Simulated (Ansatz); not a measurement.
Geometry optimisation of CH$_{7}$FO$_{2}$Si$_{2}$, SMILES `CO[SiH2][SiH](O)F`.

```yaml
crystal:
  periodic: [false, false, false]
  atoms:
    - {symbol: C, position_ang: [-1.024570, 0.802000, 2.227150]}
    - {symbol: O, position_ang: [-0.779940, 0.260550, 0.967490]}
    - {symbol: Si, position_ang: [0.609360, 0.323220, 0.127270]}
    - {symbol: Si, position_ang: [0.042710, -0.805060, -1.759010]}
    - {symbol: O, position_ang: [1.451110, -1.492310, -2.175650]}
    - {symbol: F, position_ang: [-0.301440, 0.197590, -2.990650]}
    - {symbol: H, position_ang: [-2.061460, 0.596820, 2.494600]}
    - {symbol: H, position_ang: [-0.860210, 1.881570, 2.221930]}
    - {symbol: H, position_ang: [-0.363740, 0.355930, 2.973420]}
    - {symbol: H, position_ang: [1.033510, 1.727650, -0.051530]}
    - {symbol: H, position_ang: [1.706850, -0.270720, 0.913700]}
    - {symbol: H, position_ang: [-1.063780, -1.751910, -1.893240]}
    - {symbol: H, position_ang: [1.611620, -1.825320, -3.055490]}
basis:
  gaussian: {orbitals: def2-TZVP}
hamiltonian: {xc: pbe0, dispersion: d4}
relax: {f_tol: 0.005, max_steps: 150}
```

```sh
$ ansatz run in.yaml --threads 2 --pin off --events-out ev --progress --plain --max-ram 22528MiB --backend cuda --devices 0, --max-vram 18GiB
```

Output, abridged:

```
Functional definition: PBE0
mean field -23709.78690230 eV, -871.3185975887 hartree, gradient 5.2e-5 eV, S^2 0.000000; 0 other end points of the search recorded, 0 dependent functions left out
relax step   1: F+E_penalty+E_count = -23710.02462714 eV  Δ(F+E_penalty+E_count) = +0.000e0 eV  max|allowed force component| = 2.002e0 eV/Å  Δτ_max = 0.0000 Å  (27 SCF iters, accepted)
mean field -23709.96904390 eV, -871.3252911692 hartree, gradient 1.3e-5 eV, S^2 0.000000; 0 other end points of the search recorded, 0 dependent functions left out
relax step   2: F+E_penalty+E_count = -23710.20232848 eV  Δ(F+E_penalty+E_count) = -1.777e-1 eV  max|allowed force component| = 7.214e-1 eV/Å  Δτ_max = 0.1932 Å  (31 SCF iters, accepted)
mean field -23709.99451152 eV, -871.3262270870 hartree, gradient 1.8e-5 eV, S^2 0.000000; 0 other end points of the search recorded, 0 dependent functions left out
relax step   3: F+E_penalty+E_count = -23710.22896792 eV  Δ(F+E_penalty+E_count) = -2.664e-2 eV  max|allowed force component| = 4.470e-1 eV/Å  Δτ_max = 0.0603 Å  (31 SCF iters, accepted)
mean field -23710.00345344 eV, -871.3265556963 hartree, gradient 1.7e-5 eV, S^2 0.000000; 0 other end points of the search recorded, 0 dependent functions left out
relax step   4: F+E_penalty+E_count = -23710.23782978 eV  Δ(F+E_penalty+E_count) = -8.862e-3 eV  max|allowed force component| = 2.828e-1 eV/Å  Δτ_max = 0.0317 Å  (31 SCF iters, accepted)
mean field -23710.01336562 eV, -871.3269199623 hartree, gradient 2.0e-5 eV, S^2 0.000000; 0 other end points of the search recorded, 0 dependent functions left out
relax step   5: F+E_penalty+E_count = -23710.24793409 eV  Δ(F+E_penalty+E_count) = -1.010e-2 eV  max|allowed force component| = 2.354e-1 eV/Å  Δτ_max = 0.0599 Å  (31 SCF iters, accepted)
mean field -23710.01636429 eV, -871.3270301614 hartree, gradient 1.8e-5 eV, S^2 0.000000; 0 other end points of the search recorded, 0 dependent functions left out
relax step   6: F+E_penalty+E_count = -23710.25133040 eV  Δ(F+E_penalty+E_count) = -3.396e-3 eV  max|allowed force component| = 5.698e-2 eV/Å  Δτ_max = 0.0295 Å  (31 SCF iters, accepted)
mean field -23710.02064662 eV, -871.3271875339 hartree, gradient 2.1e-5 eV, S^2 0.000000; 0 other end points of the search recorded, 0 dependent functions left out
relax step   7: F+E_penalty+E_count = -23710.25546395 eV  Δ(F+E_penalty+E_count) = -4.134e-3 eV  max|allowed force component| = 5.303e-2 eV/Å  Δτ_max = 0.0826 Å  (30 SCF iters, accepted)
mean field -23710.02212329 eV, -871.3272418008 hartree, gradient 2.0e-5 eV, S^2 0.000000; 0 other end points of the search recorded, 0 dependent functions left out
relax step   8: F+E_penalty+E_count = -23710.25702339 eV  Δ(F+E_penalty+E_count) = -1.559e-3 eV  max|allowed force component| = 7.919e-2 eV/Å  Δτ_max = 0.0632 Å  (30 SCF iters, accepted)
mean field -23710.02365440 eV, -871.3272980679 hartree, gradient 1.9e-5 eV, S^2 0.000000; 0 other end points of the search recorded, 0 dependent functions left out
relax step   9: F+E_penalty+E_count = -23710.25864487 eV  Δ(F+E_penalty+E_count) = -1.621e-3 eV  max|allowed force component| = 1.196e-1 eV/Å  Δτ_max = 0.0661 Å  (30 SCF iters, accepted)
mean field -23710.02240903 eV, -871.3272523013 hartree, gradient 2.6e-5 eV, S^2 0.000000; 0 other end points of the search recorded, 0 dependent functions left out
relax step  10: F+E_penalty+E_count = -23710.25759688 eV  Δ(F+E_penalty+E_count) = +1.048e-3 eV  max|allowed force component| = 3.172e-1 eV/Å  Δτ_max = 0.1364 Å  (29 SCF iters, rejected (line search))
mean field -23710.02578797 eV, -871.3273764750 hartree, gradient 1.9e-5 eV, S^2 0.000000; 0 other end points of the search recorded, 0 dependent functions left out
relax step  11: F+E_penalty+E_count = -23710.26079431 eV  Δ(F+E_penalty+E_count) = -2.149e-3 eV  max|allowed force component| = 9.389e-2 eV/Å  Δτ_max = 0.0667 Å  (30 SCF iters, accepted)
mean field -23710.02666041 eV, -871.3274085367 hartree, gradient 2.0e-5 eV, S^2 0.000000; 0 other end points of the search recorded, 0 dependent functions left out
relax step  12: F+E_penalty+E_count = -23710.26192994 eV  Δ(F+E_penalty+E_count) = -1.136e-3 eV  max|allowed force component| = 1.102e-1 eV/Å  Δτ_max = 0.0975 Å  (31 SCF iters, accepted)
mean field -23710.02775621 eV, -871.3274488068 hartree, gradient 1.9e-5 eV, S^2 0.000000; 0 other end points of the search recorded, 0 dependent functions left out
relax step  13: F+E_penalty+E_count = -23710.26292385 eV  Δ(F+E_penalty+E_count) = -9.939e-4 eV  max|allowed force component| = 1.302e-1 eV/Å  Δτ_max = 0.0584 Å  (30 SCF iters, accepted)
mean field -23710.02830840 eV, -871.3274690993 hartree, gradient 1.8e-5 eV, S^2 0.000000; 0 other end points of the search recorded, 0 dependent functions left out
relax step  14: F+E_penalty+E_count = -23710.26345419 eV  Δ(F+E_penalty+E_count) = -5.303e-4 eV  max|allowed force component| = 1.090e-1 eV/Å  Δτ_max = 0.0076 Å  (32 SCF iters, accepted)
mean field -23710.02886695 eV, -871.3274896255 hartree, gradient 1.8e-5 eV, S^2 0.000000; 0 other end points of the search recorded, 0 dependent functions left out
relax step  15: F+E_penalty+E_count = -23710.26409996 eV  Δ(F+E_penalty+E_count) = -6.458e-4 eV  max|allowed force component| = 3.858e-2 eV/Å  Δτ_max = 0.0191 Å  (31 SCF iters, accepted)
mean field -23710.02912471 eV, -871.3274990983 hartree, gradient 1.8e-5 eV, S^2 0.000000; 0 other end points of the search recorded, 0 dependent functions left out
relax step  16: F+E_penalty+E_count = -23710.26437806 eV  Δ(F+E_penalty+E_count) = -2.781e-4 eV  max|allowed force component| = 2.294e-2 eV/Å  Δτ_max = 0.0329 Å  (31 SCF iters, accepted)
mean field -23710.02919603 eV, -871.3275017189 hartree, gradient 1.8e-5 eV, S^2 0.000000; 0 other end points of the search recorded, 0 dependent functions left out
relax step  17: F+E_penalty+E_count = -23710.26451095 eV  Δ(F+E_penalty+E_count) = -1.329e-4 eV  max|allowed force component| = 2.003e-2 eV/Å  Δτ_max = 0.0524 Å  (31 SCF iters, accepted)
mean field -23710.02924083 eV, -871.3275033654 hartree, gradient 1.8e-5 eV, S^2 0.000000; 0 other end points of the search recorded, 0 dependent functions left out
relax step  18: F+E_penalty+E_count = -23710.26455973 eV  Δ(F+E_penalty+E_count) = -4.878e-5 eV  max|allowed force component| = 1.493e-2 eV/Å  Δτ_max = 0.0062 Å  (32 SCF iters, accepted)
mean field -23710.02924663 eV, -871.3275035786 hartree, gradient 1.8e-5 eV, S^2 0.000000; 0 other end points of the search recorded, 0 dependent functions left out
relax step  19: F+E_penalty+E_count = -23710.26457572 eV  Δ(F+E_penalty+E_count) = -1.599e-5 eV  max|allowed force component| = 9.177e-3 eV/Å  Δτ_max = 0.0040 Å  (32 SCF iters, accepted)
mean field -23710.02924630 eV, -871.3275035663 hartree, gradient 1.8e-5 eV, S^2 0.000000; 0 other end points of the search recorded, 0 dependent functions left out
relax step  20: F+E_penalty+E_count = -23710.26457915 eV  Δ(F+E_penalty+E_count) = -3.434e-6 eV  max|allowed force component| = 1.100e-2 eV/Å  Δτ_max = 0.0090 Å  (32 SCF iters, accepted)
mean field -23710.02925160 eV, -871.3275037612 hartree, gradient 2.1e-5 eV, S^2 0.000000; 0 other end points of the search recorded, 0 dependent functions left out
relax step  21: F+E_penalty+E_count = -23710.26459074 eV  Δ(F+E_penalty+E_count) = -1.159e-5 eV  max|allowed force component| = 7.567e-3 eV/Å  Δτ_max = 0.0016 Å  (23 SCF iters, accepted)
mean field -23710.02926552 eV, -871.3275042727 hartree, gradient 1.8e-5 eV, S^2 0.000000; 0 other end points of the search recorded, 0 dependent functions left out
relax step  22: F+E_penalty+E_count = -23710.26459740 eV  Δ(F+E_penalty+E_count) = -6.655e-6 eV  max|allowed force component| = 2.878e-3 eV/Å  Δτ_max = 0.0024 Å  (33 SCF iters, accepted)
mean field -23710.02926552 eV, -871.3275042727 hartree, gradient 6.4e-5 eV, S^2 0.000000; 1 other end points of the search recorded, 0 dependent functions left out
Total energy: -23710.26463388 eV, -871.3361539005 hartree
Atom 0 at    -1.053489     0.954068     2.217944 Å, force     0.000238    -0.000187    -0.000301 eV/Å
Atom 1 at    -0.901833     0.346439     0.955430 Å, force    -0.000196    -0.000211     0.000361 eV/Å
Atom 2 at     0.562956     0.173948     0.223638 Å, force     0.000462     0.001021     0.002021 eV/Å
Atom 3 at     0.134022    -0.863389    -1.831795 Å, force    -0.000469    -0.001360    -0.002878 eV/Å
Atom 4 at     1.599995    -1.104652    -2.520415 Å, force     0.000075     0.000868     0.001530 eV/Å
Atom 5 at    -0.756652     0.097934    -2.754331 Å, force     0.000146     0.000218     0.000366 eV/Å
Atom 6 at    -2.113737     0.948785     2.475623 Å, force     0.000054     0.000184    -0.000153 eV/Å
Atom 7 at    -0.702626     1.992485     2.205925 Å, force     0.000033    -0.000105    -0.000017 eV/Å
Atom 8 at    -0.503206     0.407987     2.993096 Å, force    -0.000241    -0.000095    -0.000078 eV/Å
Atom 9 at     1.228361     1.497394     0.040463 Å, force     0.000076     0.000049    -0.000396 eV/Å
Atom 10 at     1.473469    -0.665725     1.058017 Å, force     0.000023    -0.000050    -0.000312 eV/Å
Atom 11 at    -0.627754    -2.138795    -1.754757 Å, force     0.000044     0.000074     0.000499 eV/Å
Atom 12 at     1.660515    -1.646468    -3.308849 Å, force    -0.000246    -0.000405    -0.000643 eV/Å
Dipole moment:     0.106889    -0.181569     0.160356 e Å
```

It took 41 s on 2 threads of an AMD EPYC 7R13 on a shared host and a share of an NVIDIA H100 80 GB, with 0.91 GiB of host memory at the peak.
